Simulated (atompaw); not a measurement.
# lutetium (Lu): one change to a PAW (atompaw) potential, before and after

```json
{
  "Element": "lutetium (Lu)",
  "Generator": "atompaw 4.2.0.5",
  "Type": "PAW",
  "Functional": "PBE",
  "Relativity": "scalar-relativistic",
  "Frozen core": "[Xe] 4f14",
  "Valence charge": "3",
  "Reference configuration": "5d1 6s1.75 6p0 (charge +0.25)",
  "Partial waves": "6s (bound): rc 3.00 bohr; 6s channel at 1.15 Ry: rc 3.00 bohr; 6p (bound, empty): rc 3.00 bohr; 6p channel at 0.7 Ry: rc 3.00 bohr; 5d (bound): rc 2.45 bohr; 5d channel at 0.8 Ry: rc 2.45 bohr",
  "Local potential": "ultrasoft scheme with l = 3 at 0 Ry, radius 2.55 bohr",
  "Core correction": "smooth core density matched at 1.85 bohr",
  "Augmentation charge": "sinc compensation charge, radius 2.85 bohr; PAW radius 3.00 bohr; waves and projectors: custom polynom vanderbiltortho"
}
```

Change: all radii scaled by about 1.23 (s 3.68, p 3.68, d 3.00 bohr); local potential ultrasoft scheme with l = 3 at 0 Ry, radius 3.12 bohr; augmentation sinc compensation charge, radius 3.50 bohr; PAW radius 3.68 bohr; waves and projectors: custom polynom vanderbiltortho; core correction smooth core density matched at 2.26 bohr.

Cutoffs: the cutoffs (Ry, on a coarse ladder) from which the occupation-weighted sum of valence levels, in a spherical-Bessel basis at the reference potential, stays within 10 and 1 mRy of its value at 400 Ry; they do not see the model core or the augmentation charge, which bear on the density cutoff.

Question: What does the change do?

Answer: The potential gets softer (12 Ry and 15 Ry → 8 Ry and 10 Ry); the bound ghost in p disappears. A larger radius leaves more room for a smooth pseudo-wave, so fewer plane waves are needed.

```tsv
quantity	base	changed
cutoff, loose	12 Ry	8 Ry
cutoff, tight	15 Ry	10 Ry
loose cutoff by channel (10 mRy a level)	s 6 Ry, d 12 Ry	s 6 Ry, d 8 Ry
bound ghosts	p	none
lowest overlap eigenvalue by channel	s 0.22, p 0.60, d 0.98	s 0.02, p 0.30, d 0.94
```

 A true bound ghost makes a file unfit for plane-wave use even where its test errors are small: the radial tests pick states by their node count and pass the ghost by. The cutoffs see the waves, projectors and local potential, not the compensation charge or the core.
